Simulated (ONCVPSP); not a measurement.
# holmium: one change to an ONCV potential, before and after

- Element: Ho
- Generator: ONCVPSP 4.0.1
- Type: optimised norm-conserving Vanderbilt (ONCV)
- Functional: LDA (Perdew-Zunger)
- Relativity: scalar-relativistic
- Frozen core: [Xe] 4f10
- Valence charge: 3
- Reference configuration: 5d1 6s2
- Partial waves: 6s: rc 2.95 bohr, ncon 5, nbas 8, qcut 1.8 1/bohr, 2 projectors, debl 0.4 Ha; p scattering state at 0.32 Ha: rc 3.85 bohr, ncon 4, nbas 8, qcut 2 1/bohr, 1 projector; 5d: rc 3.70 bohr, ncon 5, nbas 9, qcut 4.4 1/bohr, 2 projectors, debl 3.3 Ha
- Local potential: polynomial inside 2.95 bohr (lpopt 1, dvloc0 0 Ha)
- Core correction: none

In the p channel the program set the typed energies aside and used 0.050 Ha.

Change: d: qcut 6.5.

Cutoffs: the cutoffs (Ha) at which the residual kinetic energy of the hardest occupied pseudo-wave falls to 1 and 0.1 mHa per electron; they do not see the model core or the augmentation charge, which bear on the density cutoff. Errors are all-electron minus pseudo energies relative to the spin-unpolarised reference configuration.

Problem. What does the change do?

Solution. The potential gets harder (6.5 Ha and 10 Ha → 8.6 Ha and 11 Ha); of the 4 tests that both files solve, the error grows in 0 and shrinks in 1 by more than 15 % and 0.3 meV (median size 14.5 → 14.2 meV); neither file shows a bound ghost. The waves are optimised to have the least kinetic energy above qcut, so the cutoff follows it (qcut²/2 in Ha).

| quantity | base | changed |
| --- | --- | --- |
| cutoff, loose | 6.5 Ha | 8.6 Ha |
| cutoff, tight | 10 Ha | 11 Ha |
| loose cutoff by channel | s 3.2 Ha, d 6.5 Ha | s 3.2 Ha, d 8.6 Ha |
| bound ghosts | none | none |
| GHOST(+) flags under 300 eV | s at 25.5 eV | s at 25.5 eV |
| error for 5d1 6s1, meV [ΔE 7.16 eV] | +14 | +16 |
| error for 5d1 6s0, meV [ΔE 20.04 eV] | +132 | +145 |
| error for 5d1 6s1.5, meV [ΔE 2.89 eV] | +2.2 | +2.5 |
| error for 5d1.5 6s1.5, meV [ΔE 1.10 eV] | +15 | +12 |
| s: phases at 3.00 bohr within 0.05 rad from the reference energy up to (Ha; the scan ends near 5) | 0.9 | 0.9 |
| p: phases at 3.90 bohr within 0.05 rad from the reference energy up to (Ha; the scan ends near 5) | 0.5 | 0.5 |
| d: phases at 3.76 bohr within 0.05 rad from the reference energy up to (Ha; the scan ends near 5) | 0.3 | 0.4 |
